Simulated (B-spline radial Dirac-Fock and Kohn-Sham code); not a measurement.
# Relativistic shifts of the levels of V¹⁵⁺

System: the V¹⁵⁺ ion, configuration 1s2 2s2 2p4.

Both columns are ΔSCF binding energies of the configuration average from a radial atomic solver: non-relativistic Hartree-Fock with a point nucleus, and Dirac-Fock with a finite nucleus and the Coulomb interaction alone, averaged over the two j levels with weights 2j+1.

| shell | Hartree-Fock (eV) | Dirac-Fock (eV) | shift (eV) | shift (%) |
| --- | --- | --- | --- | --- |
| 1s | 6066.5 | 6107.9 | +41.39 | +0.68 |
| 2s | 1145.8 | 1155.6 | +9.80 | +0.86 |
| 2p | 1067.2 | 1069.8 | +2.67 | +0.25 |

Relativity binds 1s, 2s, 2p more strongly, among those listed most of all 2s in relative terms.

Values without a named source are computed, but for edge energies of neutral atoms, which are taken from tables.
